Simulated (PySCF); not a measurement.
PySCF input (B3PW91/6-31G* (5d)):

```python
from pyscf import gto, dft

mol = gto.M(
    atom='''
    C     2.01962942    0.03654930   -0.25219718
    C     0.84107937   -0.24744500    0.00776197
    C    -0.56243470   -0.49639828    0.27901808
    O    -1.41500704    0.62914212   -0.10445646
    H    -0.75143795   -0.68065096    1.34701849
    H    -0.94041737   -1.37362502   -0.26678270
    H    -0.77773291    1.26490288   -0.45208132
    ''',
    basis='6-31g*',
    charge=-1,
    spin=0,
    verbose=4,
)

mf = dft.RKS(mol, xc='b3pw91')
mf.grids.level = 3
mf.conv_tol = 1e-9
mf.max_cycle = 100
mf.max_memory = 1500
mf.kernel()
if not mf.converged:
    mf = mf.newton()
    mf.kernel(mf.make_rdm1())
mf.dip_moment()
```

Output:

```
PySCF version 2.14.0

[INPUT] verbose = 4
[INPUT] num. atoms = 7
[INPUT] num. electrons = 30
[INPUT] charge = -1
[INPUT] spin (= nelec alpha-beta = 2S) = 0
[INPUT] symmetry False subgroup None
[INPUT] Mole.unit = angstrom
[INPUT] Symbol           X                Y                Z      unit          X                Y                Z       unit  Magmom
[INPUT]  1 C      2.019629420000   0.036549300000  -0.252197180000 AA    3.816546476914   0.069068167045  -0.476583599588 Bohr   0.0
[INPUT]  2 C      0.841079370000  -0.247445000000   0.007761970000 AA    1.589409658322  -0.467603280893   0.014667997487 Bohr   0.0
[INPUT]  3 C     -0.562434700000  -0.496398280000   0.279018080000 AA   -1.062847545952  -0.938056797905   0.527267755002 Bohr   0.0
[INPUT]  4 O     -1.415007040000   0.629142120000  -0.104456460000 AA   -2.673975769931   1.188906300228  -0.197394101342 Bohr   0.0
[INPUT]  5 H     -0.751437950000  -0.680650960000   1.347018490000 AA   -1.420011925105  -1.286243900822   2.545496030825 Bohr   0.0
[INPUT]  6 H     -0.940417370000  -1.373625020000  -0.266782700000 AA   -1.777131272084  -2.595775085650  -0.504146237772 Bohr   0.0
[INPUT]  7 H     -0.777732910000   1.264902880000  -0.452081320000 AA   -1.469702197961   2.390320017374  -0.854309880832 Bohr   0.0

nuclear repulsion = 94.6804409663928
number of shells = 30
number of NR pGTOs = 120
number of NR cGTOs = 62
basis = 6-31g*
ecp = {}

******** <class 'pyscf.dft.rks.RKS'> ********
method = RKS
initial guess = minao
damping factor = 0
level_shift factor = 0
DIIS = <class 'pyscf.scf.diis.CDIIS'>
diis_start_cycle = 1
diis_space = 8
diis_damp = 0
SCF conv_tol = 1e-09
SCF conv_tol_grad = None
SCF max_cycles = 100
direct_scf = True
direct_scf_tol = 1e-13
XC library pyscf.dft.libxc version 7.1.2
    S. Lehtola, C. Steigemann, M. J. T. Oliveira, and M. A. L. Marques,  SoftwareX 7, 1–5 (2018)
XC functionals = b3pw91
    A. D. Becke,  J. Chem. Phys. 98, 5648 (1993)
radial grids:
    Treutler-Ahlrichs [JCP 102, 346 (1995); DOI:10.1063/1.469408] (M4) radial grids

becke partition: Becke, JCP 88, 2547 (1988); DOI:10.1063/1.454033
pruning grids: <function nwchem_prune>
grids dens level: 3
symmetrized grids: False
atomic radii adjust function: <function treutler_atomic_radii_adjust>
small_rho_cutoff = 0
Set gradient conv threshold to 3.16228e-05
Initial guess from minao.
tot grids = 85864
init E= -191.424293095528
  HOMO = -0.3035039961787  LUMO = -0.0525971589538887  gap/eV = 6.82752
cycle= 1 E= -190.997518249729  delta_E= 0.427  |g|= 0.771  |ddm|= 2.69
  HOMO = 0.14103582876607  LUMO = 0.279838583491127  gap/eV = 3.77702
cycle= 2 E= -190.886493164335  delta_E= 0.111  |g|= 1.05  |ddm|= 2.54
  HOMO = 0.0255642217422984  LUMO = 0.270942599679321  gap/eV = 6.67709
cycle= 3 E= -191.127287701073  delta_E= -0.241  |g|= 0.245  |ddm|= 1.56
  HOMO = 0.0127539456540537  LUMO = 0.260191325662546  gap/eV = 6.73311
cycle= 4 E= -191.142096578478  delta_E= -0.0148  |g|= 0.0687  |ddm|= 0.275
  HOMO = 0.00109851866682086  LUMO = 0.259277879168069  gap/eV = 7.02542
cycle= 5 E= -191.143078493744  delta_E= -0.000982  |g|= 0.0272  |ddm|= 0.0862
  HOMO = 0.00562116437227977  LUMO = 0.260593198589913  gap/eV = 6.93814
cycle= 6 E= -191.143270536565  delta_E= -0.000192  |g|= 0.00333  |ddm|= 0.0364
  HOMO = 0.00525386462164136  LUMO = 0.260602167405652  gap/eV = 6.94838
cycle= 7 E= -191.143273159938  delta_E= -2.62e-06  |g|= 0.00121  |ddm|= 0.00592
  HOMO = 0.00526931994099466  LUMO = 0.260576095332772  gap/eV = 6.94725
cycle= 8 E= -191.143273497515  delta_E= -3.38e-07  |g|= 0.000174  |ddm|= 0.00106
  HOMO = 0.00526079592555996  LUMO = 0.260587317932795  gap/eV = 6.94779
cycle= 9 E= -191.143273505377  delta_E= -7.86e-09  |g|= 2.22e-05  |ddm|= 0.00027
  HOMO = 0.00525791560263021  LUMO = 0.260584855152603  gap/eV = 6.94780
cycle= 10 E= -191.143273505508  delta_E= -1.31e-10  |g|= 3.91e-06  |ddm|= 3.71e-05
  HOMO = 0.00525800833580836  LUMO = 0.260585095834046  gap/eV = 6.94780
Extra cycle  E= -191.143273505509  delta_E= -1.25e-12  |g|= 3.07e-06  |ddm|= 9.18e-06
converged SCF energy = -191.143273505509

WARN: System has nonzero charge -1; the dipole moment is origin-dependent.
Location of origin: [0. 0. 0.]

Dipole moment(X, Y, Z, Debye): -5.77987, -0.20725,  0.76583
```

The dipole moment of an ion depends on the origin.

The geometry given is a B3LYP-D3(BJ)/def2-TZVP minimum.
